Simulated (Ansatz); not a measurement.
Consider the cleavage of the Si–Si bond: `O[SiH]([SiH3])N[SiH3]` + `BN` → `BN[SiH3]` + `O[SiH2]N[SiH3]`.

Isolated molecules relaxed with PBE0-D4/def2-TZVP in Ansatz; ΔE leaves out vibrations. CCSD(T)/CBS is the MP2 limit (def2-TZVPP, def2-QZVPP) plus CCSD(T) − MP2 in def2-TZVPP, frozen cores. This one scheme is used for every species. One conformer a species, not always the lowest.

```
                species  HF/CBS(def2) energy (Eh)
`O[SiH]([SiH3])N[SiH3]`               -1001.58260
                   `BN`                 -81.53458
             `BN[SiH3]`                -371.67188
       `O[SiH2]N[SiH3]`                -711.47276
```

**Question.** Work out ΔE.

**Answer.** ΔE = (-371.67188) + (-711.47276) − (-1001.58260) − (-81.53458) = -0.02746 Eh = -17.2 kcal/mol. CCSD(T)/CBS gives -11.0 kcal/mol.

Largest T1 diagnostic among the species: 0.012.

The D4 term adds +1.6 kcal/mol with B3LYP and +1.0 kcal/mol with PBE0; it sums over pairs of atoms, weighted by their polarisabilities, and B3LYP, whose exchange is more repulsive, gets the larger term. In def2-TZVPP, CCSD(T) changes the Hartree–Fock value by +5.7 kcal/mol (the triples alone add +0.8 kcal/mol) and MP2 by +3.9 kcal/mol. From PBE to PBE0 (25 % exact exchange), in def2-TZVPP and without D4, ΔE moves by −1.8 kcal/mol.

B3LYP here is the variant with VWN-RPA as its local correlation; programs differ in this.
